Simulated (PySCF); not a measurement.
Computed shifts of a molecule C4H9NO, PBE0/pcSseg-1 run with PySCF, GIAO, gas phase, equivalent atoms averaged, in ppm (number of nuclei): ¹³C: 171.2 (1), 39.6 (1), 35.1 (1), 25.3 (1). ¹⁵N: 122.8 (1). ¹H: 3.15 (6), 2.27 (3). References: ¹³C against TMS (σ = 186.3 ppm); ¹⁵N against NH3 (σ = 267.4 ppm); ¹⁷O against H2O (σ = 334.2 ppm); ¹H against TMS (σ = 31.56 ppm), references at their B3LYP-D3(BJ)/def2-TZVP geometries, non-relativistic. The structure is a stationary point at B3LYP-D3(BJ)/def2-SVP. The values are those of a single conformer.

Problem. Which molecule gave these data?
A. CC/N=C\CO
B. CCO/C=N/C
C. CO/C=C/CN
D. CC(=O)N(C)C

Solution. D, CC(=O)N(C)C
